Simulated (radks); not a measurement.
Values are calculated unless marked as measured or tabulated.
Charge is removed step by step from the 5s down level of neutral rhenium, starting from [Kr] 4d10 4f14 5s(up 1, down 1) 5p6 5d5 6s2. Level of theory: scalar-relativistic Kohn-Sham, PBE, spin-polarised, spherical densities, finite nucleus; open shells are filled with parallel spins first (spin-orbit coupling, left out, can overturn this in heavy ions); Fermi nuclear charge, rms radius 5.3698 fm (a radial shooting solver on a logarithmic mesh with Libxc functionals).

removed (e),E - E(0) (eV),eigenvalue (eV),E minus straight line (eV)
0,0.000,-83.652,0.000
0.1,8.416,-84.810,-0.557
0.2,16.950,-85.996,-0.997
0.3,25.604,-87.208,-1.317
0.4,34.380,-88.446,-1.514
0.5,43.280,-89.707,-1.587
0.6,52.309,-90.990,-1.532
0.7,61.466,-92.295,-1.348
0.8,70.755,-93.619,-1.033
0.9,80.177,-94.964,-0.584
1,89.735,-96.326,0.000

Removing the whole electron costs 89.735 eV by Delta-SCF, against 83.652 eV from minus the eigenvalue at the starting occupation. Slater's transition state (half an electron removed) gives 89.707 eV. Integrating minus the eigenvalue over the occupation (Janak's theorem) gives 89.800 eV. In this scalar-relativistic scheme the density is built from large components alone, so the theorem holds only approximately. The mean slope of the eigenvalue, de/dn, is 12.7 eV per electron.
